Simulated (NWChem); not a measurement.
System: boric acid (H3BO3); SMILES OB(O)O

Here is an NWChem input.

```
start job
memory heap 200 mb stack 900 mb global 1100 mb
geometry units angstroms noautoz
  O     -0.960121     0.999409     0.000000
  B     -0.037938     0.001812     0.000000
  O      1.293053     0.344052     0.000000
  O     -0.514656    -1.277638     0.000000
  H     -0.534738     1.861480     0.000000
  H      1.907973    -0.392472     0.000000
  H      0.158477    -1.960235     0.000000
end
basis spherical
  * library def2-tzvp
end
dft
  xc hfexch
  iterations 150
  mulliken
end
task dft energy
```

Output (shortened):

```
             Northwest Computational Chemistry Package (NWChem) 7.3.0
             --------------------------------------------------------

 CS  symmetry detected

                             Geometry "geometry" -> ""
                             -------------------------

 Output coordinates in angstroms (scale by  1.889725989 to convert to a.u.)

  No.       Tag          Charge          X              Y              Z
 ---- ---------------- ---------- -------------- -------------- --------------
    1 O                    8.0000    -1.07243172     0.87239530     0.00000000
    2 B                    5.0000    -0.03423442    -0.00382821     0.00000000
    3 O                    8.0000     1.24437496     0.49998061     0.00000000
    4 O                    8.0000    -0.34948681    -1.33231166     0.00000000
    5 H                    1.0000    -0.75663705     1.78035501     0.00000000
    6 H                    1.0000     1.94545159    -0.15506578     0.00000000
    7 H                    1.0000     0.40270614    -1.92666211     0.00000000

 Effective nuclear repulsion energy (a.u.)     116.3487909799

      Symmetry information
      --------------------

 Group name             Cs
 Group number              2
 Group order               2
 No. of unique centers     7

  xc_inp: hfexch multiplicative factor not found.

                                 NWChem DFT Module
                                 -----------------

 Summary of "ao basis" -> "ao basis" (spherical)
 ------------------------------------------------------------------------------
       Tag                 Description            Shells   Functions and Types
 ---------------- ------------------------------  ------  ---------------------
 O                         def2-tzvp                11       31   5s3p2d1f
 B                         def2-tzvp                11       31   5s3p2d1f
 H                         def2-tzvp                 4        6   3s1p

      Symmetry analysis of basis
      --------------------------

        a'         99
        a"         43

            General Information
            -------------------
          SCF calculation type: DFT
          Wavefunction type:  closed shell.
          No. of atoms     :     7
          No. of electrons :    32
           Alpha electrons :    16
            Beta electrons :    16
          Charge           :     0
          Spin multiplicity:     1
          Use of symmetry is: on ; symmetry adaption is: on
          Maximum number of iterations: 150
          AO basis - number of functions:   142
                     number of shells:    56
          Convergence on energy requested:  1.00D-06
          Convergence on density requested:  1.00D-05
          Convergence on gradient requested:  5.00D-04

              XC Information
              --------------
                     Hartree-Fock (Exact) Exchange  1.000

      Superposition of Atomic Density Guess
      -------------------------------------

 Sum of atomic energies:        -250.38706219

      Non-variational initial energy
      ------------------------------

 Total energy =    -251.912880
 1-e energy   =    -573.356699
 2-e energy   =     205.095028
 HOMO         =      -0.493121
 LUMO         =       0.024976

      Symmetry analysis of molecular orbitals - initial
      -------------------------------------------------

  Numbering of irreducible representations:

     1 a'          2 a"

  Orbital symmetries:

     1 a'          2 a'          3 a'          4 a'          5 a'
     6 a'          7 a'          8 a'          9 a'         10 a'
    11 a'         12 a"         13 a'         14 a'         15 a"
    16 a"         17 a'         18 a'         19 a"         20 a'
    21 a'         22 a'         23 a"         24 a'         25 a'
    26 a'

     ---------------------------------------------
      Total Density - Mulliken Population Analysis
     ---------------------------------------------

    Atom       Charge   Shell Charges
 -----------   ------   -------------------------------------------------------
    1 O    8     8.74   0.79  1.18  0.59  0.92  0.25  2.02  2.16  0.80  0.00  0.01  0.00
    2 B    5     4.15   0.91  1.07  0.47  0.29  0.02  0.72  0.31  0.05  0.12  0.15  0.05
    3 O    8     8.74   0.79  1.18  0.59  0.92  0.24  2.02  2.16  0.82  0.00  0.01  0.00
    4 O    8     8.74   0.79  1.18  0.59  0.92  0.24  2.02  2.16  0.81  0.00  0.01  0.00
    5 H    1     0.54   0.20  0.25  0.06  0.04
    6 H    1     0.55   0.20  0.26  0.06  0.04
    7 H    1     0.55   0.20  0.25  0.06  0.04

   convergence    iter        energy       DeltaE   RMS-Dens  Diis-err
 ---------------- ----- ----------------- --------- --------- ---------
 d= 0,ls=0.0,diis     1   -251.2018560308 -3.68D+02  3.78D-03  9.78D-01
 d= 0,ls=0.0,diis     2   -251.2785068620 -7.67D-02  1.25D-03  2.83D-01
 d= 0,ls=0.0,diis     3   -251.3005003773 -2.20D-02  3.72D-04  4.82D-03
 d= 0,ls=0.0,diis     4   -251.3012128614 -7.12D-04  1.11D-04  1.96D-04
 d= 0,ls=0.0,diis     5   -251.3012471106 -3.42D-05  3.26D-05  1.64D-05
  Resetting Diis
 d= 0,ls=0.0,diis     6   -251.3012495362 -2.43D-06  1.13D-05  3.26D-06
 d= 0,ls=0.0,diis     7   -251.3012499357 -4.00D-07  2.60D-06  8.96D-08

         Total DFT energy =     -251.301249935738
      One electron energy =     -577.184228263910
           Coulomb energy =      239.403763622135
    Exchange-Corr. energy =      -29.869576273851
 Nuclear repulsion energy =      116.348790979888

 Numeric. integr. density =        0.000000000000

                  Occupations of the irreducible representations
                  ----------------------------------------------

                     irrep           alpha         beta
                     --------     --------     --------
                     a'               13.0         13.0
                     a"                3.0          3.0

                       DFT Final Molecular Orbital Analysis
                       ------------------------------------

 Vector   14  Occ=2.000000D+00  E=-5.385178D-01  Symmetry=a'
              MO Center=  3.5D-01, -4.7D-01,  3.5D-15, r^2= 2.3D+00
   Bfn.  Coefficient  Atom+Function         Bfn.  Coefficient  Atom+Function
  ----- ------------  ---------------      ----- ------------  ---------------
    99      0.290059  4 O  px                69      0.285205  3 O  py
   102      0.259400  4 O  px                72      0.256861  3 O  py
   100      0.161753  4 O  py                75      0.152814  3 O  py
   103      0.145507  4 O  py               105      0.139780  4 O  px
    68      0.119124  3 O  px                71      0.108323  3 O  px

 Vector   15  Occ=2.000000D+00  E=-5.155622D-01  Symmetry=a"
              MO Center=  5.0D-01, -3.0D-01, -4.2D-15, r^2= 2.1D+00
   Bfn.  Coefficient  Atom+Function         Bfn.  Coefficient  Atom+Function
  ----- ------------  ---------------      ----- ------------  ---------------
    70      0.339054  3 O  pz                73      0.311442  3 O  pz
   101     -0.304236  4 O  pz               104     -0.279993  4 O  pz
    76      0.225380  3 O  pz               107     -0.196280  4 O  pz
     8     -0.064795  1 O  pz                11     -0.059854  1 O  pz
    14     -0.039500  1 O  pz                49     -0.026495  2 B  d  1

 Vector   16  Occ=2.000000D+00  E=-5.023825D-01  Symmetry=a"
              MO Center= -7.0D-01,  3.4D-01,  4.7D-16, r^2= 1.9D+00
   Bfn.  Coefficient  Atom+Function         Bfn.  Coefficient  Atom+Function
  ----- ------------  ---------------      ----- ------------  ---------------
     8      0.383164  1 O  pz                11      0.349811  1 O  pz
    14      0.239611  1 O  pz               101     -0.222153  4 O  pz
   104     -0.201323  4 O  pz               107     -0.141235  4 O  pz
    70     -0.126076  3 O  pz                73     -0.115615  3 O  pz
    76     -0.085899  3 O  pz                52      0.036763  2 B  d -1

 Vector   17  Occ=0.000000D+00  E= 9.976532D-02  Symmetry=a'
              MO Center=  1.2D+00, -8.0D-01,  9.4D-15, r^2= 5.4D+00
   Bfn.  Coefficient  Atom+Function         Bfn.  Coefficient  Atom+Function
  ----- ------------  ---------------      ----- ------------  ---------------
    35      1.537324  2 B  s                 36     -1.029066  2 B  s
   133     -0.734695  6 H  s                139     -0.697059  7 H  s
    67      0.494613  3 O  s                 98      0.359346  4 O  s
    74      0.304436  3 O  px               106     -0.295589  4 O  py
   127     -0.258003  5 H  s                 34     -0.251553  2 B  s

 Vector   18  Occ=0.000000D+00  E= 1.573463D-01  Symmetry=a'
              MO Center= -7.0D-02,  1.0D+00,  7.2D-14, r^2= 7.0D+00
   Bfn.  Coefficient  Atom+Function         Bfn.  Coefficient  Atom+Function
  ----- ------------  ---------------      ----- ------------  ---------------
    36     -1.374945  2 B  s                  5      1.281213  1 O  s
   133      0.764629  6 H  s                127     -0.750911  5 H  s
   139      0.638231  7 H  s                 44     -0.590536  2 B  py
    98     -0.435064  4 O  s                 74     -0.363468  3 O  px
    75      0.316339  3 O  py               105     -0.235859  4 O  px

 Vector   19  Occ=0.000000D+00  E= 1.788656D-01  Symmetry=a"
              MO Center= -4.4D-03, -1.6D-02, -1.6D-13, r^2= 6.8D+00
   Bfn.  Coefficient  Atom+Function         Bfn.  Coefficient  Atom+Function
  ----- ------------  ---------------      ----- ------------  ---------------
    45      1.448895  2 B  pz                14     -0.301002  1 O  pz
   107     -0.295282  4 O  pz                76     -0.288548  3 O  pz
    42     -0.155375  2 B  pz                70     -0.112204  3 O  pz
   101     -0.110797  4 O  pz                 8     -0.107702  1 O  pz
    39      0.083941  2 B  pz                73     -0.069531  3 O  pz

[...]
```

Level: Hartree-Fock/def2-TZVP. Coordinates come from a PBE0/def2-SVP optimisation.
